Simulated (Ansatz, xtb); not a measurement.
CH6SiTe: 5 structures ranked

5 gas-phase structures of CH6SiTe, found in a search over its isomers (lower ones may exist). Each was relaxed with GFN2-xTB:

A. `[SiH3]C[TeH]`, a singlet
B. `C[SiH2][TeH]`, a singlet
C. a singlet given by its coordinates
D. `C[SiH-][TeH2+]`, a singlet
E. `C[Te][SiH3]`, a singlet

C (Å):

```xyz
9

C    -2.7186   -0.0434    0.1084
Si    0.2169   -1.6042   -0.4847
Te   -1.8543   -0.6996   -1.7301
H    -3.7759   -0.2667    0.1106
H    -2.2402   -0.5069    0.9628
H    -2.5883    1.0290    0.1648
H    -2.5965   -2.1746   -1.6484
H     0.9517   -1.8777   -1.7664
H     0.7518   -0.2020   -0.3299
```

Close contacts (Å): C1–Te3 2.13, Si2–Te3 2.58, C1–H4 1.08, C1–H5 1.08, C1–H6 1.08, Si2–H8 1.50, Si2–H9 1.51, Te3–H7 1.65.

Q: Estimate their order in r2SCAN-D4/def2-SVP energy at these geometries, lowest first.

A: Calculated order at r2SCAN-D4/def2-SVP: B (0.000), E (0.478), A (1.079), C (2.548), D (2.569) eV. Less than 1 kcal/mol parts C and D, so the order within that pair means little.

Energies above the lowest of each column, in eV; the last columns are at B3LYP-D3(BJ)/def2-SVP geometries and were run for some of them only (a dash: not run or not comparable):

```json
{"structure": "B", "GFN2-xTB": "0.000", "HF/STO-3G": "0.000", "r2SCAN-D4/def2-SVP": "0.000", "B3LYP-D3(BJ)/def2-SVP": "0.000", "CCSD(T)/def2-TZVP": "0.000"}
{"structure": "E", "GFN2-xTB": "0.083", "HF/STO-3G": "0.297", "r2SCAN-D4/def2-SVP": "0.478", "B3LYP-D3(BJ)/def2-SVP": "0.437", "CCSD(T)/def2-TZVP": "0.390"}
{"structure": "A", "GFN2-xTB": "0.725", "HF/STO-3G": "1.195", "r2SCAN-D4/def2-SVP": "1.079", "B3LYP-D3(BJ)/def2-SVP": "1.018", "CCSD(T)/def2-TZVP": "0.978"}
{"structure": "C", "GFN2-xTB": "1.525", "HF/STO-3G": "3.995", "r2SCAN-D4/def2-SVP": "2.548", "B3LYP-D3(BJ)/def2-SVP": "–", "CCSD(T)/def2-TZVP": "–"}
{"structure": "D", "GFN2-xTB": "1.526", "HF/STO-3G": "3.854", "r2SCAN-D4/def2-SVP": "2.569", "B3LYP-D3(BJ)/def2-SVP": "–", "CCSD(T)/def2-TZVP": "–"}
```

Every level run on B puts it lowest or level with the lowest. Some further structures that were screened fall inside this span and aren't listed. Flexible structures stand in one conformer each, not always the lowest. Frequencies (B3LYP-D3(BJ)/def2-SVP) were run for A, B, E alone. Atoms past krypton carry core potentials in the def2 sets, without spin–orbit terms.

Over these structures GFN2-xTB departs from r2SCAN-D4/def2-SVP by 0.376 eV on average once a common shift is removed. A GFN2-xTB relaxation took about 0.13 s and the r2SCAN-D4/def2-SVP energy about 1.7 s on a shared host (Ansatz 0.2.0, xtb 6.7.1).
